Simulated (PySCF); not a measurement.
C5H14O2Si, charge -1, doublet, at the geometry of the source list (a state made from the parent by changing its charge; the spin is typed, not shown lowest) (in this run its highest filled SCF level lies above zero, so its values depend strongly on the basis, on diffuse functions most of all). Base run: DF-CAMB3LYP/def2-SVP (PySCF).

PySCF was given this input:
```python
from pyscf import gto, scf, dft

mol = gto.Mole()
mol.atom = '''
    Si    0.114100   -1.271100    0.504700
    C    -0.590300   -2.585800   -0.659700
    O    -0.958200   -0.168700    1.038700
    C    -1.837500    0.674100    0.340300
    C    -2.571300    1.569000    1.328300
    O     1.317600   -0.644100   -0.393200
    C     2.168000    0.426700   -0.079500
    C     2.775000    0.988600   -1.356900
    H     0.542200   -1.743800    1.816200
    H    -1.036600   -2.147900   -1.549100
    H    -1.359600   -3.158300   -0.151600
    H     0.176100   -3.279500   -0.986200
    H    -1.275500    1.284400   -0.378400
    H    -2.556300    0.065200   -0.221700
    H    -3.130700    0.958800    2.032000
    H    -3.256900    2.225700    0.799800
    H    -1.858100    2.170800    1.885400
    H     1.610600    1.205700    0.454800
    H     2.959800    0.063400    0.587000
    H     1.995500    1.395800   -1.996500
    H     3.486200    1.774800   -1.117200
    H     3.285900    0.196000   -1.897400
'''
mol.basis = 'def2-svp'
mol.charge = -1
mol.spin = 1
mol.verbose = 4
mol.build()

mf = dft.UKS(mol)
mf.xc = 'camb3lyp'
mf = mf.density_fit(auxbasis='def2-universal-jkfit')
mf.kernel()
```

Each row names what was changed in the base input (with any setting that the change needs).

```
change                                                                            ΔE vs base (µEh)  SCF cycles  <S^2>                outcome
--------------------------------------------------------------------------------  ----------------  ----------  -----  ---------------------
base                                                                                           0.0          18  0.751              converged
diis = off; damp = 0.6 (with mf.diis_start_cycle = 200; with mf.max_cycle = 150)                 -           -      -  cut at the time limit
level_shift = 1.0 (with mf.max_cycle = 100)                                                      -           -      -  cut at the time limit
init_guess = vsap                                                                              0.0          22  0.751              converged
level_shift = 0.1 (with mf.max_cycle = 100)                                                    0.0          26  0.751              converged
init_guess = sap                                                                               0.0          20  0.751              converged
```

Open shells are given as the SCF converged; they aren't shown to be the lowest states, and a large step between rows can be another state.
